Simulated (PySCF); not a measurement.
Species: C6H6F3O (doublet state).
Numbering: `[CH2:1]/[C:2](=[CH:3]/[O:4][CH3:5])[C:6]([F:7])=[C:8]([F:9])[F:10]` (hydrogens: H11, H12 on C1; H13 on C3; H14, H15, H16 on C5)

Cartesian coordinates in Å at the GFN2-xTB level; atoms count from 1:
```
atom  x, y, z in Å
C1    -1.8101   -1.4165   -0.8748
C2    -0.9324   -0.5954   -0.2073
C3     0.4163   -0.5082   -0.5396
O4     1.2900    0.1903    0.2072
C5     2.6037    0.2926   -0.2880
C6    -1.4449    0.1985    0.9225
F7    -2.3469   -0.4176    1.7154
C8    -1.1417    1.4610    1.2108
F9    -0.3372    2.2266    0.4858
F10   -1.6266    2.1475    2.2388
H11   -1.4773   -2.0290   -1.6905
H12   -2.8429   -1.4693   -0.5900
H13    0.7974   -1.0578   -1.3899
H14    3.2024    0.7254    0.5109
H15    3.0052   -0.6885   -0.5598
H16    2.6373    0.9493   -1.1630
```

The hyperfine couplings belong to this conformer and change with its torsions.

The calculation used PySCF 2.14.0, UKS B3LYP, pcH-1 on C F H O, non-relativistic, mean-field spin-orbit, GIAO. One conformer (not necessarily the lowest) at the GFN2-xTB geometry, without solvent, vibrations or thermal averaging. Couplings are sensitive to structure, and on GFN2-xTB geometries they can be far from those on DFT ones. The frame is twisted about the C2–C6 bond at this geometry (dihedral C1–C2–C6–F7 = 39°); couplings at other torsion angles weren't computed. Stability of the SCF solution: not tested. ⟨S²⟩ is 0.778 where a pure state has 0.75.

Match the computed a_iso(13C) values +54.1, +50.9, -47.2, +10.0, -6.8, -3.2 MHz with the sites C1; C2; C3; C5; C6; C8.

| site | a_iso (MHz) | ρ(0) (bohr⁻³) | position | distance from C1 (Å) | spin population | largest \|T\| (MHz) |
| --- | --- | --- | --- | --- | --- | --- |
| C1 | +54.1 | +0.0482 | largest spin population | 0.00 | +0.67 | 100.2 |
| C2 | -47.2 | -0.0420 | 1 bond from C1 | 1.37 | -0.23 | 25.6 |
| C3 | +50.9 | +0.0453 | a main spin site | 2.43 | +0.55 | 95.2 |
| C5 | -3.2 | -0.0029 | 2 bonds from C3 | 4.77 | -0.01 | 1.9 |
| C6 | +10.0 | +0.0089 | 2 bonds from C1 | 2.44 | +0.03 | 4.2 |
| C8 | -6.8 | -0.0061 | 3 bonds from C3 | 3.62 | -0.04 | 8.8 |

ρ(0) is the spin density at the nucleus and T the dipolar tensor; entries for several nuclei are means. Largest spin populations (Mulliken): C1 (+0.67), C3 (+0.55), C2 (-0.23) and O4 (+0.10). The positive populations add up to 1.37 and the negative ones to -0.37, together 2S = 1. The angles at C1 add up to 360.0°, so it is planar; its axial dipolar tensor and the negative couplings of its protons fit spin in a p orbital normal to that plane. Main spin sites, with 60 % or more of the largest population: C1, C3; positions count bonds from the nearest.

β density exceeds α density at some nuclei, such as C2 (-0.0420), H12 (-0.0094) and H11 (-0.0088), spin density in bohr⁻³. In a single determinant that takes different orbitals for the two spins, that is spin polarisation.

Class means assume fast exchange of nuclei equivalent by connectivity; if that motion is slow, each nucleus keeps its own coupling. H11 and H12 aren't averaged: C1 is flat or nearly so (angle sum 360°), and its turn about the short C1–C2 bond (1.37 Å) is taken as slow. The three 1H nuclei of mean +6.6 MHz run from -1.2 to 12.2 MHz in the frozen geometry.
